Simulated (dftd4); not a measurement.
O4Ru, triplet, geometry from GFN2-xTB (such geometries of metal compounds can be far from the true shape) (the multiplicity is a formal guess); D4 for revpbe (dftd4 4.2.0).

Here is a job for dftd4.
```
$ dftd4 mol.xyz --func revpbe --charge 0 --json dftd4.json --noedisp --property

# file mol.xyz
5

Ru     0.01430486    -0.02340224    -0.12950598
O      1.17675629     0.70822560    -0.92296003
O      0.49309506    -0.54979544     1.45089418
O     -0.98119096    -1.02816347    -0.84754838
O     -0.76733713     0.99844565     1.03189713
```

The log (banner, timings and long lists left out):

```
                    ____  _____ _____     ____  _  _
      -------------|  _ \|  ___|_   _|---|  _ \| || |------------
     |             | | | | |_    | | ___ | | | | || |_           |
     |             | |_| |  _|   | ||___|| |_| |__   _|          |
     |             |____/|_|     |_|     |____/   |_|            |
     |             ===================================           |
     |            E. Caldeweyher, S. Ehlert & S. Grimme          |
     |          Mulliken Center for Theoretical Chemistry        |
     |                    University of Bonn                     |
      -----------------------------------------------------------

Rational (Becke-Johnson) damping: revpbe-D4-ATM
---------------------
  s6         1.0000
  s8         1.7468
  s9         1.0000
  a1         0.5363
  a2         3.0726
 alp        16.0000
--------------------

Atomic data, radii in Ångström:
------------------------------------------------------
   Z          R(cov)      r4/r2   hardness         EN
------------------------------------------------------
  44 Ru       1.5067     3.0778     0.2289     2.2000
   8 O        0.8400     1.3725     0.5869     3.4400
------------------------------------------------------

Atomic reference systems (in atomic units):
----------------------------------------------------------------------------
   Z        #      CN     q+Z       C6(AA)   #      CN     q+Z       C6(AA)
----------------------------------------------------------------------------
  44 Ru     1  0.0000 16.0000     612.6151   2  1.8229 16.3242     301.5645
            3  8.7234 16.3638     184.4182
   8 O      1  0.0000  8.0000      15.5711   2  0.8042  7.6453      20.8489
            3  1.6112  7.4012      24.8631   4  0.9798  8.0000      14.9880
----------------------------------------------------------------------------

Atomic properties (in atomic units):
----------------------------------------------------------------------------
     #    Z              CN          q      C6(AA)        C8(AA)   alpha(0)
----------------------------------------------------------------------------
     1   44 Ru       3.2330     1.4247    252.8875    25664.4694    33.6249
     2    8 O        0.8093    -0.4141     21.9076      442.1080     6.2797
     3    8 O        0.8186    -0.2983     19.6965      397.4859     5.9545
     4    8 O        0.8093    -0.4141     21.9076      442.1080     6.2797
     5    8 O        0.8186    -0.2983     19.6965      397.4859     5.9545
----------------------------------------------------------------------------

Molecular properties (in atomic units):
----------------------------------------
 molecular C6                1127.3962
 molecular C8               56900.7874
----------------------------------------

Dispersion energy:      -1.4717093441077E-02 Eh

[Info] JSON dump of results written to 'dftd4.json'
```
